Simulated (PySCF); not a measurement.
Vertical excitations of a molecule C₃H₂F₃, multiplicity 2 from TDA-M06-2X/def2-SVPD (PySCF), as energy in eV (oscillator strength): 3.94 (0.001), 4.76 (0.000), 5.32 (0.006), 5.88 (0.002), 5.93 (0.000), 6.18 (0.461), 7.11 (0.001), 7.23 (0.000), 7.26 (0.014), 7.47 (0.005). Coordinates come from a PBE0-D3(BJ)/def2-SVP optimisation. One conformer was computed; it need not be the lowest.

Identify the compound among the candidates.
(A) F/C=C/[C](F)F
(B) C=C(F)[C](F)F
(C) C=[C]C(F)(F)F
(D) [CH]=CC(F)(F)F

A, F/C=C/[C](F)F
